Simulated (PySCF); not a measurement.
H3Sb, SMILES [SbH3]. The structure is a stationary point at B3LYP-D3(BJ)/def2-TZVPD. The def2 effective core potentials stand for the cores of Sb; spin–orbit coupling is left out.

All values below come from B3LYP-D3(BJ)/def2-TZVPD in PySCF 2.14.0.

Harmonic wavenumbers (cm⁻¹): 811, 843, 843, 1934, 1940, 1940. Rotational constants (GHz): 87.42, 87.42, 83.32; symmetry number 3.

Q: Work out the zero-point energy and the ideal-gas rigid-rotor harmonic-oscillator thermochemistry at 298.15 K and 1 atm.

A: ZPE = ½ Σ hcν = ½ × 8312 cm⁻¹ = 49.71 kJ/mol. H − E(el) = 60.18 kJ/mol. Entropy in J/(mol K): translation 168.94, rotation 61.47, vibration 2.32, total 232.73. G − E(el) = -9.20 kJ/mol. Cp = 40.96 J/(mol K).
